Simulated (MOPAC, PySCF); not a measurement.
H6GaN3, SMILES `[NH2][Ga]([NH2])[NH2]`, neutral singlet in the gas phase. 

Cartesian coordinates (Å):
```xyz
10

N     -0.3936     1.7996     0.1123
Ga    -0.0041    -0.0021    -0.0218
N     -1.3747    -1.2270    -0.2023
N      1.7550    -0.5567    -0.1179
H     -1.2965     2.1049    -0.2443
H      0.3225     2.4516    -0.2003
H     -2.2954    -0.9495     0.1297
H     -1.1922    -2.1865     0.0820
H      2.4628     0.0701     0.2578
H      1.9672    -1.5097     0.1677
```
Charge 0, multiplicity 1.

All levels are single points at this geometry (PBE-D3(BJ)/def2-TZVP); Pople sets use spherical d functions. Orbital energies aren't observables, and empty levels follow the basis.

```json
[
 {"level": "PBE-D3(BJ)/def2-TZVP in PySCF", "HOMO (eV)": "-5.43", "LUMO (eV)": "-0.82", "gap (eV)": "4.61", "dipole (D)": "0.84", "vertical IE, Delta-SCF (eV)": "–"},
 {"level": "B3LYP/3-21G in PySCF", "HOMO (eV)": "-5.59", "LUMO (eV)": "0.43", "gap (eV)": "6.01", "dipole (D)": "1.16", "vertical IE, Delta-SCF (eV)": "–"},
 {"level": "B3LYP/LANL2DZ in PySCF", "HOMO (eV)": "-6.32", "LUMO (eV)": "0.52", "gap (eV)": "6.85", "dipole (D)": "1.30", "vertical IE, Delta-SCF (eV)": "–"},
 {"level": "SVWN5/6-31G* in PySCF", "HOMO (eV)": "-5.13", "LUMO (eV)": "-0.72", "gap (eV)": "4.41", "dipole (D)": "0.96", "vertical IE, Delta-SCF (eV)": "–"},
 {"level": "HF/6-31G* in PySCF", "HOMO (eV)": "-10.21", "LUMO (eV)": "2.95", "gap (eV)": "13.16", "dipole (D)": "1.15", "vertical IE, Delta-SCF (eV)": "–"},
 {"level": "HF/STO-3G in PySCF", "HOMO (eV)": "-7.25", "LUMO (eV)": "7.32", "gap (eV)": "14.57", "dipole (D)": "0.98", "vertical IE, Delta-SCF (eV)": "–"},
 {"level": "AM1 in MOPAC", "HOMO (eV)": "-9.19", "LUMO (eV)": "-1.29", "gap (eV)": "7.90", "dipole (D)": "1.15", "vertical IE, Delta-SCF (eV)": "–"},
 {"level": "PM3 in MOPAC", "HOMO (eV)": "-8.84", "LUMO (eV)": "-1.35", "gap (eV)": "7.49", "dipole (D)": "0.91", "vertical IE, Delta-SCF (eV)": "–"},
 {"level": "PM6 in MOPAC", "HOMO (eV)": "-9.30", "LUMO (eV)": "0.53", "gap (eV)": "9.83", "dipole (D)": "1.37", "vertical IE, Delta-SCF (eV)": "–"}
]
```
